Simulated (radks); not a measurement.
Results of a calculation; reference values are marked as such.
Co20+, 7 electrons, occupied as [He] 2s2 2p3 (the NIST ground configuration).

Level of theory: scalar-relativistic Kohn-Sham, r2SCAN, spin-polarised, spherical densities, finite nucleus; open shells are filled with parallel spins first; meta-GGA in the generalised Kohn-Sham scheme; Fermi nuclear charge, rms radius 3.7875 fm (a radial shooting solver on a logarithmic mesh with Libxc functionals).

Energy parts (eV):
| part | energy |
|---|---|
| total | -29442.193 |
| kinetic | 29916.850 |
| electron-nucleus | -62308.244 |
| Hartree | 3845.007 |
| exchange-correlation | -895.805 |

Orbitals (lengths in bohr, moments of r in powers of bohr; <r^-3> diverges for s and p1/2; r(max) is where P^2 peaks):
orbital,occ.,eigenvalue (eV),<r>,r(max),<r^-3>
1s up,1,-8665.310,0.05607,0.03676,-
1s down,1,-8642.793,0.05589,0.03672,-
2s up,1,-1791.115,0.2402,0.2054,-
2s down,1,-1753.988,0.2426,0.2068,-
2p up,3,-1690.194,0.2079,0.1635,638.2
2p down,0,-1643.203,0.2107,0.1655,624.0
3s up,0,-704.0691,0.5815,0.5513,-
3s down,0,-682.7738,0.5739,0.5428,-
3p up,0,-672.9392,0.5584,0.5248,163.9
3p down,0,-650.7768,0.5511,0.5183,174.1

The highest occupied level is 2p up at -1690.2 eV. Summed over all electrons, <r^2> = 0.3019 bohr^2, which gives a Langevin (diamagnetic) susceptibility term of -0.239 x 10^-6 cm^3/mol. The density falls to 0.001 e/bohr^3 at r = 0.78 bohr. The electron density at the nucleus is 1.739e+04 e/bohr^3 (large components only). For comparison, the ionisation energy in NIST's Atomic Spectra Database is 1724 eV (semi-empirical). In exact Kohn-Sham theory the highest level is minus the ionisation energy, but local and semilocal functionals leave it too shallow, through self-interaction and a potential that decays too fast; potentials with the right tail come closer. The spin density at the nucleus is -3.45 e/bohr^3 (1s -33.32, 2s 29.87).
